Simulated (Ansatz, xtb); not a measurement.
## CH5BeFSi: which of two isomers lies lower

Structure I: `C[SiH2][Be][F]`, a singlet. Structure II: `[BeH][CH2][SiH2]F`, a singlet. Both are isolated molecules in the gas phase, relaxed with B3LYP-D3(BJ)/def2-SVP; the shapes shown needn't be the lowest conformers.

I (Å):

```xyz
9

C    -1.0540    0.7784    1.0295
Be   -1.2316   -1.6311    3.4241
F    -1.6688   -2.8948    3.8135
Si   -0.5556    0.3338    2.8084
H    -0.6893    1.7832    0.7637
H    -2.1492    0.7710    0.9125
H    -0.6305    0.0604    0.3096
H     0.9363    0.4188    2.9261
H    -1.1043    1.3748    3.7369
```

II (Å):

```xyz
9

C     2.2461    1.0625    0.0783
Be    1.9883    2.5543   -0.6418
F     0.0887    1.6268    1.8291
Si    0.7971    0.3844    1.0266
H     1.8036    3.7278   -1.2342
H     3.1051    1.1556    0.7718
H     2.5368    0.3182   -0.6894
H    -0.2250   -0.1884    0.1063
H     1.1736   -0.6265    2.0534
```

Energies in hartree; the thermal terms are from B3LYP-D3(BJ)/def2-SVP harmonic frequencies (ideal gas, rigid rotor, one conformer each, 400 K, 1 atm) and include the zero-point energy:

|  | I | II |
| --- | --- | --- |
| E, CCSD(T)/def2-TZVP | −444.616570 | −444.594230 |
| zero-point energy | 0.057986 | 0.054381 |
| H(400 K) − E | 0.069277 | 0.065384 |
| G(400 K) − E | 0.015172 | 0.012148 |

Problem. Work out ΔE, ΔE₀, ΔH and ΔG for I → II in kcal/mol (1 Eh = 627.51 kcal/mol) and the equilibrium ratio [II]/[I].

Solution. 1. ΔE = −444.594230 − (−444.616570) = +0.022340 Eh = +14.02 kcal/mol.
2. ΔE₀ = ΔE + ΔZPE = +0.022340 + (−0.003605) Eh = +11.76 kcal/mol.
3. ΔH = ΔE + (−0.003893) Eh = +11.58 kcal/mol.
4. ΔG = ΔE + (−0.003024) Eh = +12.12 kcal/mol, so ΔS = (ΔH − ΔG)/T = −5.7 J/(mol K).
5. kT = 1.2667 mEh, so K = [II]/[I] = exp(−ΔG/kT) = exp(−15.25) ≈ 2.4 × 10^−7.

Structure I is favoured at this temperature. An error of 1 kcal/mol in ΔG would change K by a factor of 3.5. Mirror images and further conformers aren't counted.

As drawn, II has 1 C–Be, 1 F–Si, 1 Be–H in place of 1 Be–Si, 1 Be–F, 1 C–H.

Other levels gave ΔE = +17.8 (B3LYP-D3(BJ)/def2-SVP); +11.2 (HF/def2-TZVP); +12.3 (MP2/def2-TZVP) kcal/mol. The correlated steps freeze 7 core orbitals; the last core shell of Be is correlated, in a basis made for valence electrons. Programs: Ansatz 0.2.0.
